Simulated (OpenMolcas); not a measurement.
**How basis sets differ on GaF2 (SMILES [F][Ga][F])**

GaF2: 3 atoms, total charge 0, spin state doublet. SMILES: `[F][Ga][F]`. Geometry: a GFN2-xTB relaxation, a rough one for these elements and not checked as a minimum.

```xyz
3

F    -1.4519    0.5667   -0.7429
Ga    0.1587    0.4013    0.1338
F     1.2932   -0.9681    0.6092
```

Quantity: the dipole moment, in D. The values are calculated.

```tsv
level	kind	program	value (D)
UHF/STO-3G	Hartree–Fock	OpenMolcas	1.78
UHF/3-21G	Hartree–Fock	OpenMolcas	1.51
UHF/def2-SVP	Hartree–Fock	OpenMolcas	1.66
UHF/6-31G** (Cartesian functions)	Hartree–Fock	OpenMolcas	1.59
```

All-electron rows without a relativistic Hamiltonian named are non-relativistic. The values span 1.51 to 1.78 D. Sets without polarisation functions give poor dipoles.
